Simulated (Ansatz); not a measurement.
`NB(Cl)OC=S` + `O[SiH](F)[SiH3]` → `NB(O)Cl` + `F[SiH]([SiH3])OC=S`  (redistribution)

Calculated with Ansatz (gas phase, PBE0-D4/def2-TZVP geometries, no zero-point term in ΔE). CCSD(T)/CBS is the MP2 limit (def2-TZVPP, def2-QZVPP) plus CCSD(T) − MP2 in def2-TZVPP, frozen cores. Functionals use def2-TZVPP. B3LYP here is the variant with VWN-RPA as its local correlation; programs differ in this. One conformer a species, not always the lowest.

(1) Is it downhill or uphill in electronic energy at CCSD(T)/CBS, and by how much? (Best estimate.)

(2) What do these levels give: r2SCAN-D4, revPBE, BLYP, PBE0, B3LYP, SCS-MP2/def2-TZVPP? (An estimate is asked.)

(3) What do rigid-rotor, harmonic-oscillator terms from PBE0-D4/def2-TZVP frequencies (298.15 K, 1 bar) make of the CCSD(T)/CBS value? (Best estimate.)

Largest T1 diagnostic among the species: 0.016.

Results:

(1) The calculation gave: Nearly level: ΔE = -0.5 kJ/mol.

(2) Ansatz gave: r2SCAN-D4 -2.2, revPBE -2.6, BLYP -1.1, PBE0 -0.8, B3LYP -0.3, SCS-MP2/def2-TZVPP -0.3 kJ/mol.

(3) Ansatz gave: ΔZPE = +0.8 kJ/mol, ΔH = +0.5 kJ/mol, ΔS = 8 J/(mol·K), ΔG = -1.8 kJ/mol. Modes under 50 cm⁻¹ make the entropy rough.

Leaving LDA and LC-ωPBE aside and taking each functional with its dispersion term where it has one, the values, not all of them listed here, spread over 3.6 kJ/mol, from revPBE-D4 to B97M-V. At CCSD(T), def2-SVP lies −3.1 kJ/mol from the extrapolated value and def2-TZVPP +0.1 kJ/mol.
